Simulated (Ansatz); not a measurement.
Total energies of AsH2(SiH3) (SiAsH5) from Ansatz at r2SCAN-D4/def2-TZVPD, gas phase (1 Eh = 27.2114 eV = 2625.5 kJ/mol). The reference geometry is relaxed at r2SCAN-D4/def2-TZVP.

```xyz
7

As    0.262    1.559    0.075
H     0.682    1.410   -1.380
H    -1.205    1.681   -0.308
Si    0.081   -0.787    0.340
H    -0.656   -1.455   -0.763
H    -0.618   -1.057    1.622
H     1.453   -1.350    0.415
```

| state | geometry | energy (Eh) |
| --- | --- | --- |
| charge 0 singlet | reference | -2528.33756 |
| charge -1 doublet | reference | -2528.29867 |
| free As atom (quartet) | – | -2235.79960 |
| free H atom (doublet) | – | -0.49993 |
| free Si atom (triplet) | – | -289.34127 |

(1) Work out the vertical electron affinity, to the doublet.

(2) What is the binding energy per atom against free atoms?

(1) E(charge 0 singlet) − E(charge -1 doublet) = -2528.33756 − (-2528.29867) = -0.03889 Eh = -1.06 eV; negative, so the extra electron isn't bound.

(2) Atoms: 1 × (-2235.79960) + 5 × (-0.49993) + 1 × (-289.34127) = -2527.64052 Eh. Binding: -2527.64052 − (-2528.33756) = 0.69704 Eh = 18.97 eV, or 2.71 eV for each of 7 atoms (no zero-point energy, no counterpoise term).

At r2SCAN-D4/def2-TZVPD the highest occupied level of the charge -1 doublet lies above zero (up to 2.54 eV). By energy differences it is unbound by 1.06 eV (vertical, against the charge 0 singlet, at r2SCAN-D4/def2-TZVPD) and held by the finite basis.
